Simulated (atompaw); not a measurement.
Before and after: PAW (atompaw) potential for molybdenum (Mo)

```json
{"Element": "molybdenum", "Generator": "atompaw 4.2.0.5", "Type": "PAW", "Functional": "PBEsol", "Relativity": "scalar-relativistic", "Frozen core": "[Kr]", "Valence charge": "6", "Reference configuration": "4d4 5s0 5p0 (charge +2)", "Partial waves": "5s (bound, empty): rc 2.55 bohr; 5s channel at -0.4 Ry: rc 2.25 bohr; 5p (bound, empty): rc 2.55 bohr; 5p channel at 0.3 Ry: rc 2.55 bohr; 4d (bound): rc 2.55 bohr; 4d channel at -0.85 Ry: rc 2.55 bohr", "Local potential": "vpsmatchnc scheme with l = 3 at 0 Ry, radius 2.05 bohr", "Core correction": "smooth core density matched at 2.25 bohr", "Augmentation charge": "sinc compensation charge, radius 2.00 bohr; PAW radius 2.55 bohr; waves and projectors: custom rrkj gramschmidtortho"}
```

Change: wave 4d channel at -0.85 Ry: rc 2.55 bohr becomes 4d channel at -1.19 Ry: rc 2.55 bohr.

Cutoffs: the cutoffs (Ry, on a coarse ladder) from which the occupation-weighted sum of valence levels, in a spherical-Bessel basis at the reference potential, stays within 10 and 1 mRy of its value at 400 Ry; they do not see the model core or the augmentation charge, which bear on the density cutoff.

What does the change do?

The potential gets harder (15 Ry and 25 Ry → 15 Ry and 30 Ry); the bound ghosts move from p, s to d, p, s; the range in which the d phases agree widens (upper end -0.6 → 1.2).

```csv
quantity,base,changed
"cutoff, loose",15 Ry,15 Ry
"cutoff, tight",25 Ry,30 Ry
bound ghosts,"p, s","p, d, s"
s: phases at 2.55 bohr within 0.05 rad from the reference energy up to (Ry; the scan ends near 5),3.2,3.2
p: phases at 2.55 bohr within 0.05 rad from the reference energy up to (Ry; the scan ends near 5),3.4,3.4
d: phases at 2.55 bohr within 0.05 rad from the reference energy up to (Ry; the scan ends near 5),-0.6,1.2
lowest overlap eigenvalue by channel,"s 0.11, p 0.64, d 0.12","s 0.11, p 0.64, d 1.00"
```

 A true bound ghost makes a file unfit for plane-wave use even where its test errors are small: the radial tests pick states by their node count and pass the ghost by. The cutoffs see the waves, projectors and local potential, not the compensation charge or the core.
